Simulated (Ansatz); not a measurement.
Gas-phase electronic energies from Ansatz, PBE0-D4/def2-TZVP geometries. CCSD(T)/CBS is the MP2 limit (def2-TZVPP, def2-QZVPP) plus CCSD(T) − MP2 in def2-TZVPP, frozen cores. This one scheme is used for every species. DFT in def2-TZVPP. B3LYP here is the variant with VWN-RPA as its local correlation; programs differ in this. Each species was taken in one conformer, which may not be the lowest.

Consider the formal hydrolysis of a C–C bond: `CCCO[SiH3]` + H₂O → `OCCO[SiH3]` + CH₄.

CCSD(T)/CBS gives +35.3 kJ/mol.

(1) Another level gave +27.2 kJ/mol. Which?
A. B3LYP/def2-TZVPP
B. SCS-MP2/def2-TZVPP
C. ωB97M-V/def2-TZVPP
D. MP2/def2-TZVPP

Largest T1 diagnostic among the species: 0.011.

Results:

(1) C. ωB97M-V 27.2, MP2/def2-TZVPP 36.1, B3LYP 21.7, SCS-MP2/def2-TZVPP 31.7 kJ/mol.

From PBE to PBE0 (25 % exact exchange), in def2-TZVPP and without D4, ΔE moves by +3.3 kJ/mol. In def2-TZVPP, CCSD(T) changes the Hartree–Fock value by +8.9 kJ/mol (the triples alone add −0.0 kJ/mol) and MP2 by +14.2 kJ/mol.
